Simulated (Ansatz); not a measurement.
`OC[SiH](S)Cl` + `O[SiH2]N[SiH3]` → `OC[SiH](O)S` + `[SiH3]N[SiH2]Cl`  (redistribution)

Gas-phase electronic energies from Ansatz, PBE0-D4/def2-TZVP geometries. CCSD(T)/CBS is the MP2 limit (def2-TZVPP, def2-QZVPP) plus CCSD(T) − MP2 in def2-TZVPP, frozen cores. DFT in def2-TZVPP. Each species was taken in one conformer, which may not be the lowest.

`OC[SiH](S)Cl`:

Z-matrix (Å, degrees):
```
C
Si 1 1.882
O 1 1.416 2 108.2
H 1 1.100 2 107.8 3 -121.3
H 1 1.098 2 108.9 3 122.0
Cl 2 2.058 1 108.6 3 -75.6
S 2 2.117 1 108.8 3 47.6
H 2 1.480 1 111.3 3 166.8
H 3 0.960 1 109.1 2 179.6
H 7 1.347 2 91.0 1 -35.8
```

`O[SiH2]N[SiH3]`:

Cartesian coordinates in Å:
```
O -0.481 -0.149 -2.215
Si -1.142 -0.305 -0.716
N -0.242 0.452 0.539
Si 1.297 -0.024 1.167
H -0.356 0.737 -2.558
H -1.180 -1.770 -0.517
H -2.496 0.309 -0.663
H -0.652 1.290 0.925
H 2.381 0.932 0.808
H 1.607 -1.352 0.579
H 1.263 -0.121 2.651
```

`OC[SiH](O)S`:

Z-matrix (Å, degrees):
```
C
Si 1 1.881
O 1 1.427 2 108.6
H 1 1.094 2 109.6 3 -115.9
H 1 1.098 2 113.2 3 125.0
S 2 2.150 1 102.5 3 -65.9
O 2 1.640 1 110.4 3 53.1
H 2 1.480 1 115.3 3 172.6
H 3 0.963 1 107.9 2 60.3
H 6 1.343 2 94.5 1 157.9
H 7 0.961 2 114.9 1 -40.6
```

`[SiH3]N[SiH2]Cl`:

```xyz
10

Si    0.344    0.925   -1.228
N     0.590    0.124    0.290
Si   -0.414   -1.049    1.022
Cl   -1.972   -0.228    2.100
H    -0.728    0.179   -1.932
H    -0.068    2.344   -1.057
H     1.593    0.907   -2.034
H     1.307    0.514    0.887
H    -1.030   -1.876   -0.036
H     0.377   -1.841    1.989
```

```
  level  ΔE (kcal/mol)
PBE0-D4           -0.8
 B2PLYP           -0.6
 r2SCAN           -1.2
   PBE0           -0.9
```

(1) What does CCSD(T)/CBS give? (An estimate is asked.)

Largest T1 diagnostic among the species: 0.011.

Answers

(1) The calculation gave: -0.5 kcal/mol. The listed levels differ from it by -0.3, -0.1, -0.7, -0.4 kcal/mol.
